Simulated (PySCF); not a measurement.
Species: C4H8NSi (doublet state).
Structure used (GFN2-xTB), in Å, numbered top down from 1:
```
atom  x, y, z in Å
N1     2.634   -0.026   -0.435
C2     1.416    0.121   -0.694
C3     0.240   -0.072    0.204
C4    -0.776   -1.096   -0.351
Si5   -2.213    0.092    0.109
C6    -0.649    1.188    0.310
H7     2.839   -0.315    0.523
H8     1.176    0.430   -1.710
H9     0.576   -0.379    1.200
H10   -0.631   -1.263   -1.418
H11   -0.735   -2.066    0.140
H12   -2.897   -0.234    1.368
H13   -0.521    1.740    1.240
H14   -0.459    1.879   -0.509
```

The hyperfine couplings belong to this conformer and change with its torsions.

The species is `[H]/N=C\C1C[SiH]C1` [radical].

The calculation used UKS B3LYP, pcH-1 on C H N Si, non-relativistic, mean-field spin-orbit, GIAO (PySCF). One conformer (not necessarily the lowest) at the GFN2-xTB geometry, without solvent, vibrations or thermal averaging. A GFN2-xTB geometry isn't a minimum of the functional, and hyperfine couplings can be far from their values at a DFT geometry, by a factor of two or more for some ions and for spin on atoms past the first row. Stability of the SCF solution: not tested.

Problem. Match the computed a_iso(13C) values +15.7, +11.2, +9.0 MHz (means over equivalent nuclei) with the sites C2; C3; C4/C6.

Solution. 
| site | a_iso (MHz) | ρ(0) (bohr⁻³) | position | distance from Si5 (Å) | spin population | largest \|T\| (MHz) |
| --- | --- | --- | --- | --- | --- | --- |
| C2 | +9.0 | +0.0080 | 3 bonds from Si5 | 3.72 | +0.01 | 3.1 |
| C3 | +15.7 | +0.0139 | 2 bonds from Si5 | 2.46 | +0.01 | 5.3 |
| C4/C6 | +11.2 | +0.0100 | 1 bond from Si5 | 1.92 | +0.03 | 14.3 |

ρ(0) is the spin density at the nucleus and T the dipolar tensor; a_iso includes a spin–orbit part; entries for several nuclei are means. The largest Mulliken spin population is on Si5 (+0.88). The angles at Si5 add up to 305.8°, so it is pyramidal.

Nuclei that the bonding pattern makes equivalent are averaged, as if the motion that swaps them (rotation, inversion, ring flip) were fast.
